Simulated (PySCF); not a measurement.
A geometry optimisation, step by step.

Compound: C4H4BBrO.
SMILES with atom numbers: `[BH2:1][c:2]1[cH:3][cH:4][c:5]([Br:6])[o:7]1` (hydrogens: H8, H9 on B1; H10 on C3; H11 on C4)

Computed by this run: PBE0-D3(BJ)/def2-SVP geometry optimisation, gas phase (PySCF 2.14.0); density fitting, grid level 1; the optimiser is geomeTRIC in internal coordinates, started from a GFN2-xTB structure with every atom displaced at random (about 0.01 Å). The frame can shift and turn from step to step; on so coarse a grid that alone can change the energy by a few meV, and forces under 0.02 eV/Å are noise.

Step 0: E = -76951.9269 eV, largest atomic force 3.796 eV/Å
```
atom  x, y, z in Å  |  force x, y, z in eV/Å
B1     -2.099   -0.495   -0.101    0.200   1.601   0.220
C2     -0.636   -0.163   -0.037    0.110   0.246   0.038
C3      0.028    1.034    0.141    2.035  -0.811   0.028
C4      1.456    0.764    0.129   -3.463  -1.513  -0.351
C5      1.497   -0.600   -0.075    0.846   0.393   0.169
Br6     2.988   -1.700   -0.205   -0.132   0.007  -0.011
O7      0.314   -1.155   -0.165   -0.129  -0.225  -0.110
H8     -2.461   -1.562   -0.275   -0.585  -1.719  -0.258
H9     -2.875    0.418    0.030   -0.046   0.024   0.004
H10    -0.408    1.995    0.291   -0.523   0.732   0.070
H11     2.235    1.437    0.253    1.687   1.264   0.202
```

Step 1: E = -76951.9543 eV, largest atomic force 1.505 eV/Å
```
atom  x, y, z in Å  |  force x, y, z in eV/Å
B1     -1.865   -0.732    0.787   -0.074  -0.240  -0.038
C2     -0.495   -0.279    0.327    0.098   0.103   0.192
C3      0.138    0.954    0.416   -0.824   0.437  -0.886
C4      1.243    0.938   -0.466    1.031  -0.011   1.097
C5      1.318   -0.366   -0.898   -0.512   0.037  -0.206
Br6     2.491   -1.164   -2.071    0.144  -0.091  -0.007
O7      0.294   -1.088   -0.466    0.081  -0.022  -0.096
H8     -2.262   -1.858    0.564    0.075   0.185   0.017
H9     -2.582    0.078    1.328    0.096  -0.052   0.097
H10    -0.315    1.837    0.881    0.283  -0.249   0.149
H11     2.044    1.684   -0.546   -0.399  -0.098  -0.317
```

Step 2: E = -76952.0431 eV, largest atomic force 0.646 eV/Å
```
atom  x, y, z in Å  |  force x, y, z in eV/Å
B1     -1.867   -0.742    0.794   -0.007  -0.047   0.030
C2     -0.522   -0.254    0.299    0.010   0.136  -0.285
C3      0.107    0.980    0.358   -0.330   0.245  -0.191
C4      1.278    0.933   -0.430    0.293  -0.268   0.509
C5      1.304   -0.358   -0.910   -0.216  -0.063  -0.006
Br6     2.498   -1.181   -2.054    0.047  -0.023   0.055
O7      0.259   -1.064   -0.504    0.198  -0.024  -0.073
H8     -2.241   -1.869    0.572    0.032   0.052  -0.002
H9     -2.568    0.037    1.393    0.033  -0.013   0.052
H10    -0.323    1.860    0.837    0.153  -0.062   0.191
H11     2.084    1.662   -0.499   -0.214   0.067  -0.281
```

Step 3: E = -76952.0845 eV, largest atomic force 0.636 eV/Å
```
atom  x, y, z in Å  |  force x, y, z in eV/Å
B1     -1.867   -0.733    0.781    0.088  -0.029   0.089
C2     -0.547   -0.230    0.241   -0.358  -0.020  -0.028
C3      0.077    1.005    0.334    0.254  -0.523  -0.258
C4      1.276    0.916   -0.406    0.188   0.093   0.009
C5      1.299   -0.365   -0.912    0.019   0.085   0.007
Br6     2.543   -1.213   -1.989   -0.023   0.064   0.061
O7      0.237   -1.055   -0.550   -0.148   0.157   0.183
H8     -2.231   -1.853    0.543   -0.072  -0.081  -0.022
H9     -2.522    0.009    1.470   -0.029   0.027  -0.020
H10    -0.306    1.862    0.879   -0.019   0.065   0.065
H11     2.049    1.661   -0.538    0.101   0.163  -0.087
```

Step 4: E = -76952.0787 eV, largest atomic force 0.689 eV/Å
```
atom  x, y, z in Å  |  force x, y, z in eV/Å
B1     -1.881   -0.743    0.782    0.054   0.162   0.102
C2     -0.576   -0.218    0.225    0.184  -0.045  -0.053
C3      0.092    0.993    0.317   -0.091   0.383   0.313
C4      1.299    0.928   -0.412   -0.520  -0.450   0.039
C5      1.289   -0.359   -0.902    0.266  -0.062  -0.223
Br6     2.561   -1.209   -1.939   -0.015  -0.075  -0.042
O7      0.216   -1.041   -0.553    0.170  -0.051  -0.154
H8     -2.256   -1.858    0.531   -0.006  -0.066  -0.030
H9     -2.523   -0.014    1.497   -0.040   0.013  -0.019
H10    -0.263    1.838    0.900   -0.098   0.136  -0.007
H11     2.049    1.689   -0.592    0.095   0.055   0.074
```

Step 5: E = -76952.0967 eV, largest atomic force 0.090 eV/Å
```
atom  x, y, z in Å  |  force x, y, z in eV/Å
B1     -1.872   -0.741    0.787    0.004   0.033  -0.003
C2     -0.562   -0.225    0.232    0.054  -0.043  -0.058
C3      0.085    0.997    0.328    0.034   0.023   0.061
C4      1.288    0.921   -0.407    0.003   0.021  -0.022
C5      1.301   -0.360   -0.912   -0.043  -0.004   0.022
Br6     2.552   -1.218   -1.967   -0.010   0.024   0.008
O7      0.231   -1.045   -0.554   -0.047  -0.055  -0.005
H8     -2.250   -1.859    0.541    0.007  -0.013   0.009
H9     -2.527    0.002    1.477   -0.001  -0.001  -0.003
H10    -0.286    1.850    0.894   -0.007   0.010  -0.031
H11     2.047    1.682   -0.564    0.005   0.006   0.022
```

Step 6: E = -76952.0972 eV, largest atomic force 0.085 eV/Å
```
atom  x, y, z in Å  |  force x, y, z in eV/Å
B1     -1.871   -0.737    0.787    0.009  -0.020   0.002
C2     -0.559   -0.231    0.231   -0.076   0.016   0.007
C3      0.085    0.993    0.329    0.013  -0.040   0.007
C4      1.287    0.918   -0.406   -0.002  -0.016  -0.005
C5      1.297   -0.362   -0.912    0.057   0.016  -0.018
Br6     2.553   -1.204   -1.974    0.006  -0.019  -0.011
O7      0.230   -1.052   -0.556    0.006   0.081   0.026
H8     -2.248   -1.858    0.552   -0.005  -0.001   0.006
H9     -2.526    0.012    1.471    0.000   0.002  -0.005
H10    -0.292    1.849    0.886   -0.002  -0.010  -0.003
H11     2.050    1.678   -0.554   -0.006  -0.009  -0.005
```

Step 7: E = -76952.0975 eV, largest atomic force 0.024 eV/Å
```
atom  x, y, z in Å  |  force x, y, z in eV/Å
B1     -1.871   -0.739    0.787    0.003  -0.005   0.011
C2     -0.561   -0.229    0.230   -0.008   0.002  -0.023
C3      0.086    0.994    0.330    0.003  -0.004   0.011
C4      1.288    0.919   -0.405    0.007   0.000   0.002
C5      1.299   -0.361   -0.913    0.001  -0.001   0.000
Br6     2.551   -1.209   -1.974    0.000   0.000  -0.001
O7      0.230   -1.048   -0.556   -0.002   0.006   0.003
H8     -2.247   -1.861    0.553    0.003   0.001   0.001
H9     -2.527    0.009    1.470   -0.002   0.002  -0.003
H10    -0.291    1.850    0.887    0.000   0.000  -0.001
H11     2.051    1.679   -0.554   -0.002  -0.002   0.001
```

Q: Summarise the path.

A: The energy falls by 16.46 kJ/mol from step 0 to step 7; nine tenths of that is first reached at step 3. It rises by more than 0.2 meV at step 4. The largest force goes from 3.796 to 0.024 eV/Å. Among the bonds B1–H8 changes most, from 1.140 to 1.206 Å; the atoms move by 0.027 Å rms after alignment.

Q: Follow the three bonds and two angles with the largest change from start to end.

A: 
```csv
step,E above end (kJ/mol),largest force (eV/Å),B1–H8 (Å),C4–H11 (Å),C3–C4 (Å),C5–C4–H11 (°),C2–C3–H10 (°)
0,16.46,3.796,1.140,1.036,1.454,129.6,127.1
1,13.82,1.505,1.215,1.097,1.413,125.6,123.6
2,5.25,0.646,1.208,1.090,1.412,126.3,123.9
3,1.25,0.636,1.202,1.082,1.411,125.7,125.3
4,1.81,0.689,1.202,1.083,1.412,127.0,123.9
5,0.08,0.090,1.205,1.087,1.412,126.3,124.6
6,0.03,0.085,1.206,1.087,1.411,126.5,124.7
7,0.00,0.024,1.206,1.087,1.411,126.4,124.6
```

What follows is the cost of the whole optimisation. Time: 97 s; peak memory 0.53 GiB. Hardware: one thread, Intel Xeon Platinum 8175M at 2.50 GHz (x86_64) (shared host).
